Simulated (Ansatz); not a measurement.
Frontier orbitals of C$_{4}$H$_{11}$BO (`CCB(O)CC`).

The species carries charge 0 and has multiplicity 1. All single points use the PBE0-D4/def2-TZVP geometry. It is one conformer, not always the lowest. Basis def2-TZVPP, the Gaussian-basis code of Ansatz.

Orbital energies of one run (eV). Highest occupied ones, from the top: -9.27, -10.60, -10.84, -11.30, -11.33, -11.55, -12.12, -12.65, -12.89, -13.71, -14.25, -14.39, -16.67, -18.73. Empty: 1.33, 1.72, 2.35, 2.83, 3.00, 3.44.

Which functional gave them?
A. r2SCAN
B. CAM-B3LYP
C. LDA (SPW92)
D. r2SCANh

B. HOMO energies: CAM-B3LYP -9.27, r2SCAN -6.71, LDA (SPW92) -6.54, r2SCANh -7.22 eV.
